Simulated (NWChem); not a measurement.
Species: BeH$_{2}$SeO; SMILES [OH][Be][SeH]

```xyz
5

Be     0.0089    -1.2037    -0.0140
O      0.0178    -2.6093    -0.0419
H      0.0283    -3.3881     0.5073
Se     0.0362     0.8297    -0.0034
H     -1.4363     0.8666     0.0007
```
Atoms are numbered in this order, from 1.

Results from NWChem. Structure relaxed at the PBE0/def2-SVP level. B3LYP is NWChem's, with the RPA form of VWN correlation.

Task: Predict the results for B3LYP/def2-TZVP. Quantities: highest occupied level (eV); orbital gap (eV); dipole (D).

Result: 
```
Quantity                     Result
---------------------------  ------
highest occupied level (eV)   -6.81
orbital gap (eV)               6.05
dipole (D)                     1.92
```
